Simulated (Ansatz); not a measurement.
Calculated with Ansatz (gas phase, PBE0-D4/def2-TZVP geometries, no zero-point term in ΔE). CBS: MP2 limit from def2 TZ/QZ plus the TZ coupled-cluster correction, frozen cores. Functionals use def2-TZVPP. For Se outer-core shells are correlated without core-valence functions, which leaves a few kJ/mol of doubt a bond. Scalar relativity is left out up to krypton. One conformer a species, not always the lowest.

Consider the ligand exchange at the Si–Se bond: `N[SiH](F)[SeH]` + `N[SiH2]S` → `N[SiH2]S[SiH](N)F` + H₂Se.

(1) Is it downhill or uphill in electronic energy at CCSD(T)/CBS, and by how much? (Estimate.)

(2) What do these levels give: PBE-D4, r2SCAN-D4, ωB97X-V, ωB97M-V, B2PLYP, MP2/def2-TZVPP, SCS-MP2/def2-TZVPP, HF/def2-QZVPP, MP2/def2-QZVPP, SCS-MP2/def2-QZVPP, MP2/CBS(def2), CCSD/CBS(def2)? (Estimate.)

Largest T1 diagnostic among the species: 0.011.

## Answers

(1) Ansatz gave: Downhill: ΔE = -15.0 kJ/mol.

(2) Ansatz gave: PBE-D4 -19.6, r2SCAN-D4 -19.6, ωB97X-V -18.0, ωB97M-V -19.6, B2PLYP -12.4, MP2/def2-TZVPP -19.0, SCS-MP2/def2-TZVPP -16.5, HF/def2-QZVPP -4.3, MP2/def2-QZVPP -16.8, SCS-MP2/def2-QZVPP -14.5, MP2/CBS(def2) -15.7, CCSD/CBS(def2) -12.0 kJ/mol.

In def2-TZVPP, CCSD(T) changes the Hartree–Fock value by −13.2 kJ/mol (the triples alone add −3.0 kJ/mol) and MP2 by −13.9 kJ/mol. The D4 term adds −12.1 kJ/mol with B3LYP and −7.1 kJ/mol with PBE0; it sums over pairs of atoms, weighted by their polarisabilities, and B3LYP, whose exchange is more repulsive, gets the larger term.

B3LYP here is the variant with VWN-RPA as its local correlation; programs differ in this.
